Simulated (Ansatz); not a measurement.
Computed with Ansatz on PBE0-D4/def2-TZVP structures; ΔE is electronic, products minus reactants. CCSD(T)/CBS is the MP2 limit (def2-TZVPP, def2-QZVPP) plus CCSD(T) − MP2 in def2-TZVPP, frozen cores. This one scheme is used for every species. DFT in def2-TZVPP. Triplets are unrestricted, without spin–orbit coupling.

Reaction (formal loss of a carbene): `Cc1ccc(F)cc1` → `[CH2]` (triplet) + `Fc1ccccc1`

CCSD(T)/CBS gives +105.9 kcal/mol.

Task: Another level gave +100.5 kcal/mol. Which?
A. PBE0-D4/def2-TZVPP
B. CCSD(T)/def2-TZVPP
C. SCS-MP2/def2-TZVPP
D. BLYP/def2-TZVPP

Result: D. BLYP 100.5, CCSD(T)/def2-TZVPP 103.4, SCS-MP2/def2-TZVPP 106.9, PBE0-D4 105.7 kcal/mol.

Largest T1 diagnostic among the species: 0.011.

From BLYP to BHLYP (50 % exact exchange), in def2-TZVPP and without D4, ΔE moves by −1.2 kcal/mol. Leaving LDA and LC-ωPBE aside and taking each functional with its dispersion term where it has one, the values, not all of them listed here, spread over 8.6 kcal/mol, from r2SCAN0-D4 to ωB97X-V. LDA lies +18.3 kcal/mol from PBE without D4.
